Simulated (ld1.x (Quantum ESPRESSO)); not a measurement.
## What one change does to a pseudopotential (Se, TM)

| Item | Value |
| --- | --- |
| Element | Se (Z = 34) |
| Generator | ld1.x (Quantum ESPRESSO) 7.5 |
| Type | norm-conserving Troullier–Martins (Kleinman–Bylander form) |
| Functional | PBEsol |
| Relativity | non-relativistic |
| Frozen core | [Ar] |
| Valence charge | 16 |
| Reference configuration | 3d10 4s2 4p4 |
| Partial waves | 4s (bound): rc 1.40 bohr; 3d (bound): rc 0.80 bohr; 4p (bound): rc 1.30 bohr |
| Local potential | the p channel |
| Core correction | none |

Change: wave 4s (bound): rc 1.40 bohr becomes 4s (bound): rc 2.04 bohr.

Cutoffs: the cutoffs (Ry, on a coarse ladder) from which the occupation-weighted sum of valence levels, in a spherical-Bessel basis at the reference potential, stays within 10 and 1 mRy of its value at 400 Ry; they do not see the model core or the augmentation charge, which bear on the density cutoff. Errors are all-electron minus pseudo energies relative to the spin-unpolarised reference configuration.

Question: What does the change do?

Answer: Of the 7 tests that both files solve, the error grows in 4 and shrinks in 1 by more than 15 % and 0.3 meV (median size 10.4 → 33.1 meV); neither file shows a bound ghost.

| quantity | base | changed |
| --- | --- | --- |
| cutoff, loose | over 300 Ry | over 300 Ry |
| cutoff, tight | over 300 Ry | over 300 Ry |
| loose cutoff by channel (10 mRy a level) | s 18 Ry, d over 300 Ry, p 50 Ry | s 15 Ry, d over 300 Ry, p 50 Ry |
| bound ghosts | none | none |
| error for 3d10 4s2 4p3, meV [ΔE 10.88 eV] | +2.3 | +3.0 |
| error for 3d10 4s2 4p2, meV [ΔE 31.25 eV] | +9.9 | +16 |
| error for 3d10 4s2 4p1, meV [ΔE 62.11 eV] | +18 | +41 |
| error for 3d10 4s2 4p3.5, meV [ΔE 4.33 eV] | +0.5 | +0.6 |
| error for 3d9 4s2 4p5, meV [ΔE 53.08 eV] | -1064 | -936 |
| error for 3d10 4s0 4p6, meV [ΔE 20.71 eV] | +10 | -33 |
| error for 3d9 4s2 4p4, meV [ΔE 65.52 eV] | -987 | -818 |
